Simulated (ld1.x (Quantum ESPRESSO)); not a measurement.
What one change does to a pseudopotential (O, TM semilocal)

- Element: O
- Generator: ld1.x (Quantum ESPRESSO) 7.5
- Type: norm-conserving Troullier–Martins (semilocal form)
- Functional: PBE
- Relativity: scalar-relativistic
- Frozen core: [He]
- Valence charge: 6
- Reference configuration: 2s2 2p4
- Partial waves: 2p (bound): rc 1.80 bohr; 2s (bound): rc 0.75 bohr
- Local potential: the s channel
- Core correction: Bessel-smoothed model core inside 0.55 bohr

All-electron outer shells of the reference configuration (PBE, scalar-relativistic, ld1.x):

```csv
shell,level (eV),outermost node (bohr),outermost maximum (bohr)
1s,-514.70,–,0.13
2s,-23.96,0.28,0.87
2p,-9.03,–,0.82
```

Change: core correction Bessel-smoothed model core inside 0.66 bohr.

Cutoffs: the cutoffs (Ry, on a coarse ladder) from which the occupation-weighted sum of valence levels, in a spherical-Bessel basis at the reference potential, stays within 10 and 1 mRy of its value at 400 Ry; they do not see the model core or the augmentation charge, which bear on the density cutoff. Errors are all-electron minus pseudo energies relative to the spin-unpolarised reference configuration.

Task: What does the change do?

Result: The potential gets neither clearly harder nor softer (80 Ry and 200 Ry → 80 Ry and 200 Ry); of the 7 tests that both files solve, the error grows in 0 and shrinks in 2 by more than 15 % and 0.3 meV (median size 10.2 → 9.4 meV); neither file shows a bound ghost. A semilocal file is local in each channel, so a ghost entry of none says nothing of the separable form that plane-wave codes build from it. A wider model core is smoother and lowers the density cutoff, which this test does not measure.

```csv
quantity,base,changed
"cutoff, loose",80 Ry,80 Ry
"cutoff, tight",200 Ry,200 Ry
bound ghosts,none,none
"error for 2s2 2p3, meV [ΔE 16.43 eV]",+10,+9.4
"error for 2s2 2p2, meV [ΔE 50.02 eV]",+281,+274
"error for 2s2 2p1, meV [ΔE 103.89 eV]",+1450,+1421
"error for 2s1 2p5, meV [ΔE 14.95 eV]",-1.9,-1.5
"error for 2s2 2p0, meV [ΔE 180.79 eV]",+4487,+4412
"error for 2s2 2p4.3, meV [ΔE -2.12 eV]",-1.6,-1.6
"error for 2s0 2p6, meV [ΔE 29.94 eV]",-5.2,-3.7
s: phases at 1.94 bohr within 0.05 rad from the reference energy up to (Ry; the scan ends near 5),to the end of the scan,to the end of the scan
p: phases at 1.94 bohr within 0.05 rad from the reference energy up to (Ry; the scan ends near 5),1.4,1.4
```
